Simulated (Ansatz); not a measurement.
Ansatz results at the PBE0-D4/def2-TZVP geometry: HOMO–LUMO gap (ωB97M-V/def2-TZVPP) 8.54 eV; LUMO energy (PBE0/def2-TZVPP) -1.94 eV; LUMO energy (ωB97M-V/def2-TZVPP) 0.04 eV.

Q: Which molecule gave them?
A. `F[SiH]([SiH3])S`
B. `C=NBC[SiH3]`
C. `CN1CB[SiH2]1`
D. `O1[SiH2][AsH]1`

A: C. The others give `C=NBC[SiH3]`: 11.06, -0.89, 1.26; `F[SiH]([SiH3])S`: 11.33, -0.45, 1.34; `O1[SiH2][AsH]1`: 9.87, -1.27, 0.70.
